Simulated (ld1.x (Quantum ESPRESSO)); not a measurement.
**Which change was made? (Ru, TM)**

Ru (Z = 44), norm-conserving Troullier–Martins (Kleinman–Bylander form), made with ld1.x (Quantum ESPRESSO) 7.5 (LDA (PZ), fully relativistic). Core [Ar] 3d10, reference 4s2 4p6 4d8 5s0 5p0. Waves: 4s (bound): rc 1.10 bohr; 4d (bound): rc 1.40 bohr; 4p (bound): rc 1.05 bohr. Local part: the p channel. Core correction: Bessel-smoothed model core, default radius (core density twice the valence density).

Open shells are filled in proportion to 2j + 1 (rel_dist='average').

Cutoffs, loose and tight: the cutoffs (Ry, on a coarse ladder) from which the occupation-weighted sum of valence levels, in a spherical-Bessel basis at the reference potential, stays within 10 and 1 mRy of its value at 400 Ry. They do not see the model core or the augmentation charge, which bear on the density cutoff. Test errors are all-electron minus pseudo excitation energies from the reference, over the configurations 4s2 4p6 4d7 5s1 5p0; 4s2 4p6 4d7 5s0 5p0; 4s2 4p6 4d6 5s0 5p0; 4s2 4p6 4d6 5s2 5p0; 4s2 4p6 4d6 5s1 5p1; 4s2 4p6 4d4 5s0 5p0; 4s2 4p6 4d5 5s0 5p0; variants that change the core or the reference have their own tests. The largest error is taken over the tests solved by every variant that gives reliable tests at all, those not shown here included: 4s2 4p6 4d4 5s0 5p0; 4s2 4p6 4d5 5s0 5p0; 4s2 4p6 4d6 5s0 5p0; 4s2 4p6 4d6 5s2 5p0; 4s2 4p6 4d7 5s0 5p0; 4s2 4p6 4d7 5s1 5p0.

The base gives: outcome: generated, misses its reference levels by 2.31 eV; bound ghosts: not determined; largest test error (meV): +77.

(1) After one change the result is: outcome: generated, misses its reference levels by 2.31 eV; bound ghosts: not determined; largest test error (meV): +418. Which change was it?
A. all radii but the core radius scaled by about 1.24 (s 1.36, p 1.30, d 1.74 bohr)
B. all radii but the core radius scaled by about 1.39 (s 1.52, p 1.46, d 1.94 bohr)
C. all radii but the core radius scaled by about 1.14 (s 1.26, p 1.20, d 1.60 bohr)
D. all radii but the core radius scaled by about 0.80 (s 0.88, p 0.84, d 1.12 bohr)

## Answers

(1) A. The others give: all radii but the core radius scaled by about 1.14 (s 1.26, p 1.20, d 1.60 bohr) → outcome: generated, misses its reference levels by 2.31 eV; bound ghosts: not determined; largest test error (meV): +228 | all radii but the core radius scaled by about 0.80 (s 0.88, p 0.84, d 1.12 bohr) → outcome: generated, misses its reference levels by 2.37 eV; bound ghosts: not determined; largest test error (meV): +169 | all radii but the core radius scaled by about 1.39 (s 1.52, p 1.46, d 1.94 bohr) → outcome: generated, misses its reference levels by 2.30 eV; bound ghosts: not determined; largest test error (meV): +871.
